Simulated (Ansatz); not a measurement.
Consider the ligand exchange at a Ga–O bond: `[OH][Ga]([SH])[SiH2]F` + NH₃ → `[NH2][Ga]([SH])[SiH2]F` + H₂O.

Isolated molecules relaxed with PBE0-D4/def2-TZVP in Ansatz; ΔE leaves out vibrations. CCSD(T)/CBS adds triple-zeta CCSD(T) − MP2 to the extrapolated MP2 energy (def2 sets, frozen cores). This one scheme is used for every species. Functionals use def2-TZVPP. For Ga outer-core shells are correlated without core-valence functions, which leaves a few kJ/mol of doubt a bond. Scalar relativity is left out up to krypton. One conformer a species, not always the lowest.

```json
{"level": "r2SCANh-D4", "ΔE (kJ/mol)": "18.9"}
{"level": "CCSD(T)/def2-SVP", "ΔE (kJ/mol)": "20.8"}
```

Question: What does CCSD(T)/CBS give? (Estimate.)

Answer: Ansatz gave: +12.1 kJ/mol. The listed levels differ from it by 6.8, 8.7 kJ/mol.

Largest T1 diagnostic among the species: 0.014.

In def2-TZVPP, CCSD(T) changes the Hartree–Fock value by −4.9 kJ/mol (the triples alone add +0.3 kJ/mol) and MP2 by −5.9 kJ/mol. From BLYP to BHLYP (50 % exact exchange), in def2-TZVPP and without D4, ΔE moves by −6.2 kJ/mol. Leaving LDA and LC-ωPBE aside and taking each functional with its dispersion term where it has one, the values, not all of them listed here, spread over 9.9 kJ/mol, from PBE0-D4 to B97M-V. LDA lies −7.6 kJ/mol from PBE without D4.
